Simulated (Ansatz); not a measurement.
Consider the cleavage of the Si–Si bond: `O[SiH](O)[SiH2][SiH3]` + `O[SiH](F)S` → `O[SiH](O)S[SiH](O)F` + `[SiH3][SiH3]`.

Computed with Ansatz on PBE0-D4/def2-TZVP structures; ΔE is electronic, products minus reactants. CCSD(T)/CBS adds triple-zeta CCSD(T) − MP2 to the extrapolated MP2 energy (def2 sets, frozen cores). DFT in def2-TZVPP. Each species was taken in one conformer, which may not be the lowest.

`O[SiH](O)[SiH2][SiH3]`:

Z-matrix (Å, degrees):
```
Si
O 1 1.648
Si 1 2.343 2 103.6
O 1 1.647 2 112.8 3 123.1
H 1 1.486 2 110.7 3 -121.9
H 2 0.959 1 117.8 3 173.6
Si 3 2.338 1 110.3 2 -45.6
H 3 1.491 1 109.5 2 -167.1
H 3 1.493 1 109.4 2 75.1
H 4 0.959 1 117.4 2 -68.0
H 7 1.488 3 111.2 1 -174.3
H 7 1.486 3 109.9 1 65.1
H 7 1.488 3 109.6 1 -54.4
```

`O[SiH](F)S`:

```xyz
7

O     0.629    0.402   -1.487
Si    0.370   -0.230   -0.014
F    -0.375   -1.638   -0.084
S    -0.875    1.088    1.090
H    -0.121    0.737   -1.981
H     1.695   -0.473    0.577
H    -1.323    0.113    1.899
```

`O[SiH](O)S[SiH](O)F`:

Cartesian coordinates in Å:
```
O 1.084 -1.053 2.358
Si 0.812 -0.251 0.964
O 0.087 1.183 1.326
S -0.439 -1.478 -0.255
Si -0.791 -0.088 -1.841
O -1.083 1.407 -1.293
F 0.485 -0.079 -2.793
H 1.070 -2.011 2.351
H 2.043 0.137 0.254
H -0.608 1.154 1.990
H -1.931 -0.567 -2.637
H -0.729 1.646 -0.425
```

`[SiH3][SiH3]`:

```xyz
8

Si   -0.234   -1.020    0.521
Si    0.234    1.020   -0.521
H     0.555   -1.151    1.775
H    -1.680   -1.108    0.857
H     0.115   -2.151   -0.381
H     1.681    1.110   -0.854
H    -0.118    2.151    0.379
H    -0.553    1.150   -1.777
```

**Question.** Is it downhill or uphill in electronic energy at CCSD(T)/CBS, and by how much? (Best estimate.)

**Answer.** Ansatz gave: Downhill: ΔE = -86.5 kJ/mol.

**Question.** What do these levels give: PBE0-D4, ωB97X-V, PBE0, MP2/def2-TZVPP, CCSD/def2-TZVPP, CCSD/CBS(def2)? (An estimate is asked.)

**Answer.** The calculation gave: PBE0-D4 -81.6, ωB97X-V -84.3, PBE0 -78.1, MP2/def2-TZVPP -93.7, CCSD/def2-TZVPP -83.2, CCSD/CBS(def2) -84.9 kJ/mol.

Largest T1 diagnostic among the species: 0.013.

From PBE to PBE0 (25 % exact exchange), in def2-TZVPP and without D4, ΔE moves by −4.9 kJ/mol. The D4 term adds −6.9 kJ/mol with B3LYP and −3.5 kJ/mol with PBE0; it sums over pairs of atoms, weighted by their polarisabilities, and B3LYP, whose exchange is more repulsive, gets the larger term.

B3LYP here is the variant with VWN-RPA as its local correlation; programs differ in this.
